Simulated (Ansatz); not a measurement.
# Two structures, one formula

The two ends of one reaction step of AlH3F4, closed shell (PBE0-D4/def2-TZVP).

A:

```xyz
8
angstrom
Al -0.8709 -0.6114 -0.2767
H 0.4161 0.5378 -1.3340
F -0.4215 -1.9318 -1.1243
F -2.1230 0.3184 -0.7579
H 1.0009 0.4892 1.6082
F -0.3924 -0.5078 1.3070
H 0.7381 0.6646 -0.6520
F 1.6529 1.0411 1.2298
```

B:

```xyz
8
angstrom
Al -0.7472 -0.4709 -0.5736
H 0.4385 0.5100 -1.0999
F -0.5337 -2.0485 -0.9710
F -2.2385 0.2131 -0.5961
H 0.5595 0.2102 1.2921
F -0.2438 -0.3911 1.2426
H 1.2148 0.9370 -0.1093
F 1.5506 1.0404 0.8153
```

Ansatz 0.2.0; basis: def2-TZVPP; cores frozen in the correlated methods. B3LYP uses VWN-RPA correlation.

**Question.** Which structure is lower at CCSD(T), and by how much? (An estimate is asked for; the value comes from the calculation.)

**Answer.** The calculation gives: A, by 0.917 eV (electronic energy, against the other). By their contacts, A is a complex of AlF₃ ([F][Al]([F])[F]) + HF + H₂ and B is a complex of AlH₂F₃ ([F][AlH]([F])[FH]) + HF.

All methods give the same order:

| method | E(B) − E(A) (eV) |
| --- | --- |
| SPW92 | 0.389 |
| PBE-D4 | 0.710 |
| BLYP-D4 | 0.846 |
| r2SCAN-D4 | 0.808 |
| B97M-V | 0.789 |
| PBE0-D4 | 0.768 |
| B3LYP-D4 | 0.869 |
| r2SCAN0-D4 | 0.839 |
| BHLYP-D4 | 0.938 |
| CAM-B3LYP-D4 | 0.829 |
| wB97X-V | 0.867 |
| wB97M-V | 0.865 |
| B2PLYP | 0.916 |
| PBE-QIDH | 0.861 |
| RPA on PBE | 0.879 |
| HF | 1.177 |
| MP2 | 0.950 |
| CCSD | 0.960 |
| CCSD(T) | 0.917 |

T1 diagnostic: at most 0.012.

Labels in which every atom is bracketed show which atoms are joined, not bond orders.

For scale, one of the runs: CCSD(T)/def2-TZVPP, 208 basis functions, launched by `ansatz run in.yaml --threads 4 --pin off --events-out ev --progress --plain --max-ram 9574MiB`. Hardware: 4 CPU threads of an Intel Xeon 6975P-C, shared host. Wall time 24 s; peak host memory 3.4 GiB.
